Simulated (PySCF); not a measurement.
C7H10SSi.
Atom-mapped SMILES: `[CH3:1][S:2][SiH2:3][c:4]1[cH:5][cH:6][cH:7][cH:8][cH:9]1` (hydrogens: H10, H11, H12 on C1; H13, H14 on Si3; H15 on C5; H16 on C6; H17 on C7; H18 on C8; H19 on C9)

The calculation used PBE0-D3(BJ)/def2-SVP geometry optimisation, gas phase (PySCF).

List the bond lengths, angles and torsions at this level.

```csv
bond,length (bohr),order
C1–S2,3.442,single
S2–Si3,4.049,single
Si3–C4,3.541,single
"C4–C5, C4–C9",2.651,aromatic
"C5–C6, C8–C9",2.633,aromatic
"C6–C7, C7–C8",2.635,aromatic
"C1–H10, C1–H11, C1–H12",2.077,single
"Si3–H13, Si3–H14",2.831,single
"C5–H15, C9–H19",2.068,single
"C6–H16, C8–H18",2.065,single
C7–H17,2.065,single
```

Bonds in one row agree within 0.02 bohr and their mean is given. Orders are formal, as drawn. A selection of angles:
```csv
angle,degrees
S2–C1–H10,111.4
S2–C1–H11,106.7
H10–C1–H11,108.8
C1–S2–Si3,99.3
S2–Si3–C4,107.6
S2–Si3–H13,110.4
C4–Si3–H13,111.0
H13–Si3–H14,106.5
Si3–C4–C5,121.9
Si3–C4–C9,119.7
C5–C4–C9,118.4
C4–C5–C6,120.8
C4–C5–H15,120.0
C6–C5–H15,119.2
C5–C6–C7,120.1
C5–C6–H16,119.8
C7–C6–H16,120.1
C6–C7–C8,119.9
C6–C7–H17,120.1
```

Torsions: C1–S2–Si3–C4 178° (antiperiplanar); S2–Si3–C4–C5 1° (synperiplanar). The mirror-image conformer, all signs reversed, is as good.

Of the pairs four or more bonds apart, S2···H15 is among the closest relative to their van der Waals radii: 2.75 Å, 92 % of the sum of Bondi's values. The 6-membered ring C4–C5–C6–C7–C8–C9 has internal angles of 118.4° to 120.9°; it is planar, 0.00 Å rms from its mean plane, widest ring torsion 0°. The 9 heavy atoms lie in one plane (0.017 Å rms). Si3 (SiH2 silicon) is tetrahedral (angles from 106.5° to 111.1°).

Point group: near Cs, missed by 0.10 Å at most; the miss may be what the optimiser left on a soft mode. No frequency check. The numbers are those of one conformer.
